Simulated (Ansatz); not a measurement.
Reaction (formal exchange of groups at the Si–O bond): `OC(O)(F)O[SiH3]` + `OC1[SiH2]S1` → `OC1([SiH3])[SiH2]S1` + `OC(O)(O)F`

Program: Ansatz. Geometries: PBE0-D4/def2-TZVP. ΔE: electronic, gas phase. CBS: MP2 limit from def2 TZ/QZ plus the TZ coupled-cluster correction, frozen cores. DFT in def2-TZVPP. B3LYP here is the variant with VWN-RPA as its local correlation; programs differ in this. Each species was taken in one conformer, which may not be the lowest.

```json
{"level": "PBE-D4", "ΔE (kcal/mol)": "17.0", "difference from CCSD(T)/CBS": "-3.4"}
{"level": "r2SCAN-D4", "ΔE (kcal/mol)": "20.1", "difference from CCSD(T)/CBS": "-0.3"}
{"level": "PBE0-D4", "ΔE (kcal/mol)": "18.6", "difference from CCSD(T)/CBS": "-1.8"}
{"level": "B3LYP-D4", "ΔE (kcal/mol)": "21.0", "difference from CCSD(T)/CBS": "0.6"}
{"level": "ωB97M-V", "ΔE (kcal/mol)": "21.0", "difference from CCSD(T)/CBS": "0.6"}
{"level": "PBE", "ΔE (kcal/mol)": "17.9", "difference from CCSD(T)/CBS": "-2.5"}
{"level": "r2SCAN", "ΔE (kcal/mol)": "20.2", "difference from CCSD(T)/CBS": "-0.2"}
{"level": "HF/def2-TZVPP", "ΔE (kcal/mol)": "27.4", "difference from CCSD(T)/CBS": "7.0"}
{"level": "MP2/def2-TZVPP", "ΔE (kcal/mol)": "20.3", "difference from CCSD(T)/CBS": "-0.1"}
{"level": "SCS-MP2/def2-TZVPP", "ΔE (kcal/mol)": "21.7", "difference from CCSD(T)/CBS": "1.3"}
{"level": "CCSD/def2-TZVPP", "ΔE (kcal/mol)": "22.0", "difference from CCSD(T)/CBS": "1.6"}
{"level": "CCSD(T)/def2-TZVPP", "ΔE (kcal/mol)": "20.7", "difference from CCSD(T)/CBS": "0.3"}
{"level": "HF/def2-QZVPP", "ΔE (kcal/mol)": "27.8", "difference from CCSD(T)/CBS": "7.4"}
{"level": "MP2/def2-QZVPP", "ΔE (kcal/mol)": "20.3", "difference from CCSD(T)/CBS": "-0.1"}
{"level": "SCS-MP2/def2-QZVPP", "ΔE (kcal/mol)": "21.7", "difference from CCSD(T)/CBS": "1.3"}
{"level": "MP2/CBS(def2)", "ΔE (kcal/mol)": "20.0", "difference from CCSD(T)/CBS": "-0.4"}
{"level": "CCSD(T)/CBS", "ΔE (kcal/mol)": "20.4", "difference from CCSD(T)/CBS": "0"}
```

Largest T1 diagnostic among the species: 0.014.

In def2-TZVPP, CCSD(T) changes the Hartree–Fock value by −6.7 kcal/mol (the triples alone add −1.3 kcal/mol) and MP2 by −7.1 kcal/mol. From PBE to PBE0 (25 % exact exchange), in def2-TZVPP and without D4, ΔE moves by +1.6 kcal/mol.
